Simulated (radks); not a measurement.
Values are calculated unless marked as measured or tabulated.
Task: Species: the xenon ion Xe15+. Configuration: [Kr] 4d3. Level of theory: scalar-relativistic Kohn-Sham, exchange-only LDA, spin-polarised, spherical densities, point nucleus; open shells are filled with parallel spins first (spin-orbit coupling, left out, can overturn this in heavy ions) (a radial shooting solver on a logarithmic mesh with Libxc functionals). Some entries of the table are withheld. Estimate them.

| orbital | occ. | eigenvalue (eV) | <r> (bohr) | <r^2> (bohr^2) |
|---|---|---|---|---|
| 1s up | 1 | -34684.36 | 0.02668 | 0.0009653 |
| 1s down | 1 | -34684.32 | 0.02668 | 0.0009653 |
| 2s up | 1 | -5694.452 | 0.1147 | 0.01550 |
| 2s down | 1 | -5692.914 | 0.1147 | 0.01550 |
| 2p up | 3 | -5148.369 | 0.1003 | 0.01228 |
| 2p down | 3 | -5147.132 | 0.1003 | 0.01228 |
| 3s up | 1 | -1429.789 | 0.3057 | 0.1067 |
| 3s down | 1 | -1428.681 | 0.3055 | 0.1066 |
| 3p up | 3 | -1253.475 | 0.3032 | 0.1065 |
| 3p down | 3 | -1252.289 | 0.3030 | 0.1064 |
| 3d up | 5 | -993.0852 | 0.2788 | 0.09173 |
| 3d down | 5 | -991.5741 | 0.2786 | 0.09159 |
| 4s up | 1 | -506.3594 | 0.6788 | 0.5177 |
| 4s down | 1 | -501.1873 | 0.6786 | 0.5176 |
| 4p up | 3 | -446.5331 | (1) | 0.5666 |
| 4p down | 3 | -441.3623 | (2) | 0.5670 |
| 4d up | 3 | -357.8417 | 0.7495 | (3) |
| 4d down | 0 | -352.7332 | 0.7504 | (4) |

Result: 
(1) 4p up <r> (bohr): 0.7082
(2) 4p down <r> (bohr): 0.7083
(3) 4d up <r^2> (bohr^2): 0.6423
(4) 4d down <r^2> (bohr^2): 0.6443
